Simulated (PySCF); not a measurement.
CH4NO, SMILES NC=[OH+], charge +1. Atoms are numbered in the order given.

```xyz
7

N     -0.1881     1.1106     0.0000
C      0.4321    -0.0264     0.0000
O     -0.1072    -1.1908     0.0000
H     -1.1990     1.1974     0.0000
H      0.3447     1.9728     0.0000
H      1.5177    -0.0370     0.0000
H     -1.0815    -1.2226     0.0000
```
Charge +1, spin multiplicity 1.

Geometry optimised at B3LYP-D3(BJ)/def2-TZVP. The isomer is the one that the SMILES or the coordinates give; other isomers of the formula were not compared. Other conformers were not sampled.

The numbers are results of PySCF with B3LYP/pcJ-1, not measurements.

Isotropic couplings with Fermi-contact, spin-dipole and both spin-orbit terms, one fixed conformer, no vibrational averaging. Isotopes: 13C, 14N, 1H.

Computed spin–spin coupling constants:
| pair | bonds apart | J (Hz) |
|---|---|---|
| N1–C2 | 1 | 14.6 |
| N1–H4 | 1 | 71.0 |
| N1–H5 | 1 | 75.3 |
| C2–H6 | 1 | 234.9 |
| N1–H6 | 2 | 5.7 |
| C2–H4 | 2 | -3.8 |
| C2–H5 | 2 | 4.8 |
| C2–H7 | 2 | -6.5 |
| H4–H5 | 2 | -1.3 |
| N1–H7 | 3 | 1.6 |
| H4–H6 | 3 | 17.3 |
| H5–H6 | 3 | 5.9 |
| H6–H7 | 3 | 20.6 |
| H4–H7 | 4 | 1.0 |
| H5–H7 | 4 | -1.0 |
